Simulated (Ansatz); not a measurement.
Cost and result for the atomization energy of `C[NH2+][In-]([F])([F])[F]` (11 atoms, 10 bonds).

Cartesian coordinates in Å:
```
C 1.113 -0.403 -0.802
N -0.330 -0.516 -0.516
In -0.907 0.805 1.219
F 0.299 -0.002 2.522
F -2.813 0.449 1.369
F -0.330 2.487 0.417
H 1.412 -1.037 -1.639
H 1.669 -0.691 0.090
H 1.342 0.637 -1.031
H -0.877 -0.253 -1.330
H -0.577 -1.477 -0.299
```

Total charge 0; spin multiplicity 1. Correlated methods include outer-core shells of In, which these sets cover unevenly. In: def2 effective core potential. All single points use the PBE0-D4/def2-TZVP geometry. It is one conformer, not always the lowest. Program: Ansatz. All runs use 4 threads of an Arm Neoverse V1 on a shared host. Times are those of one run each, without the atoms' runs, and a repeat can differ threefold. Electronic energies, without spin–orbit coupling; frozen cores. CCSD(T)/CBS adds CCSD(T) − MP2 in def2-TZVPP to the MP2 limit, and its time is that of the two runs behind it. T1 = 0.015. With those shells the extrapolation isn't a true limit. B3LYP takes the VWN-RPA correlation (the form of Gaussian; ORCA's B3LYP/G).

CCSD(T)/CBS is a level of theory with its own doubt, some kJ/mol a heavy atom from the limit and from the frozen cores, so smaller differences don't rank the functionals.

```tsv
level	functions	wall time	atomization (kJ/mol)	difference from CCSD(T)/CBS	per bond
LDA (SPW92)/def2-TZVPP	275	1.8 s	4407.9	556.1	55.6
revPBE-D4/def2-TZVPP	275	2.9 s	3767.1	-84.7	-8.5
BLYP-D4/def2-TZVPP	275	2.9 s	3813.4	-38.4	-3.8
BHLYP-D4/def2-TZVPP	275	4.7 s	3640.7	-211.1	-21.1
CAM-B3LYP-D4/def2-TZVPP	275	5.5 s	3836.0	-15.8	-1.6
B3LYP-D4/def2-TZVPP (with forces)	275	7 s	3788.3	-63.5	-6.3
r2SCAN-D4/def2-TZVPP (with forces)	275	7.5 s	3807.3	-44.5	-4.4
B97M-V/def2-TZVPP	275	15 s	3805.5	-46.3	-4.6
ωB97M-V/def2-TZVPP (with forces)	275	17 s	3821.0	-30.8	-3.1
CCSD(T)/def2-SVP	121	23 s	3587.2	-264.6	-26.5
MP2/def2-QZVPP	517	39 s	3889.8	38.0	3.8
CCSD(T)/def2-TZVPP	275	12 min	3717.6	-134.2	-13.4
CCSD(T)/CBS(def2)	–	13 min	3851.8	0.0	0.0
```

From BLYP to BHLYP (50 % exact exchange), in def2-TZVPP and without D4, the atomization energy moves by −155.3 kJ/mol: exact exchange takes away binding that semilocal exchange gives to molecules. At CCSD(T), def2-SVP lies −264.6 kJ/mol from the extrapolated value and def2-TZVPP −134.2 kJ/mol: correlation converges slowly with the basis, and small sets miss more of it in the bonded molecule than in its fragments. In def2-TZVPP, CCSD(T) changes the Hartree–Fock value by +1056.6 kJ/mol (the triples alone add +64.4 kJ/mol) and MP2 by +1147.2 kJ/mol; breaking electron pairs costs correlation energy, which Hartree–Fock lacks.

Spin–orbit coupling would lower the free In atoms strongly, and the atomization energy with them, by more than many differences here.
